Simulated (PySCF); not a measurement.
Choosing a molecule for a target property.

Species are written as SMILES; each is one conformer at its optimised geometry, gas phase, non-relativistic unless stated; the electronic structure was computed with PySCF and density fitting.

Dipoles, sizes and rotational constants follow the conformer. The torsions of the flexible species, by atom-mapped SMILES:
- `[CH3:1][O:2][CH2:3][SiH2:4][SiH2:5][c:6]1[cH:7][cH:8][cH:9][o:10]1`: C1–O2–C3–Si4 177°, O2–C3–Si4–Si5 -48°, C3–Si4–Si5–C6 -67°, Si4–Si5–C6–C7 -122°
- `[CH3:1][C@@:2]1([C:3](=[O:4])[F:5])[CH2:6][C@H:7]1[C:8]([F:9])([F:10])[F:11]`: C1–C2–C3–O4 -176°, C6–C7–C8–F9 10°
- `[CH3:1][CH2:2][C@@H:3]([F:4])[O:5][CH:6]([C:7]#[N:8])[C:9]#[N:10]`: C1–C2–C3–F4 64°, C2–C3–O5–C6 177°, C3–O5–C6–C7 -68°
- `[CH2:1]=[CH:2][c:3]1[c:4]([CH3:5])[cH:6][cH:7][cH:8][c:9]1[C:10](=[O:11])[F:12]`: C1–C2–C3–C4 119°, C8–C9–C10–O11 151°
- `[SiH3:1][C@@H:2]([SiH2:3][Cl:4])[SiH2:5][N:6]([SiH3:7])[SiH3:8]`: Si1–C2–Si3–Cl4 66°, Si1–C2–Si5–N6 177°, C2–Si5–N6–Si7 112°
- `[SiH3:1][SiH2:2][CH2:3][Si@@H:4]([Cl:5])[N:6]([SiH3:7])[SiH3:8]`: Si1–Si2–C3–Si4 -177°, Si2–C3–Si4–Cl5 65°, C3–Si4–N6–Si7 -159°

Question: Wanted: dipole moment above 3 D (PBE0/pcSseg-1) and HOMO energy above -8 eV (PBE0/pcSseg-1), at GFN2-xTB geometries. Which candidate meets both?
A. `C[C@@]1(C(=O)F)C[C@H]1C(F)(F)F`
B. `COC[SiH2][SiH2]C1=CC=CO1`
C. `F[C@H](CC)OC(C#N)C#N`
D. `C=Cc1c(C)cccc1C(=O)F`

Answer: D. Computed values:
```
                       species  dipole moment  HOMO energy
      COC[SiH2][SiH2]C1=CC=CO1         1.66 D     -6.59 eV
C[C@@]1(C(=O)F)C[C@H]1C(F)(F)F         2.06 D     -9.26 eV
          F[C@H](CC)OC(C#N)C#N         3.72 D     -9.80 eV
          C=Cc1c(C)cccc1C(=O)F         4.04 D     -7.25 eV
```

Question: Wanted: HOMO–LUMO gap below 6.8 eV (PBE0/pcSseg-1) and smallest rotational constant above 0.53 GHz (GFN2-xTB), at GFN2-xTB geometries. Which candidate meets both?
A. `C[C@@]1(C(=O)F)C[C@H]1C(F)(F)F`
B. `[SiH3][SiH2]C[Si@@H](Cl)N([SiH3])[SiH3]`
C. `COC[SiH2][SiH2]c1ccco1`
D. `C=CC1=C(C)C=CC=C1C(=O)F`
E. `[SiH3][C@@H]([SiH2]Cl)[SiH2]N([SiH3])[SiH3]`

Answer: D. Computed values:
| species | HOMO–LUMO gap | smallest rotational constant |
| --- | --- | --- |
| C=CC1=C(C)C=CC=C1C(=O)F | 5.45 eV | 0.565 GHz |
| COC[SiH2][SiH2]c1ccco1 | 6.42 eV | 0.486 GHz |
| [SiH3][C@@H]([SiH2]Cl)[SiH2]N([SiH3])[SiH3] | 7.13 eV | 0.402 GHz |
| [SiH3][SiH2]C[Si@@H](Cl)N([SiH3])[SiH3] | 7.47 eV | 0.280 GHz |
| C[C@@]1(C(=O)F)C[C@H]1C(F)(F)F | 8.37 eV | 0.638 GHz |
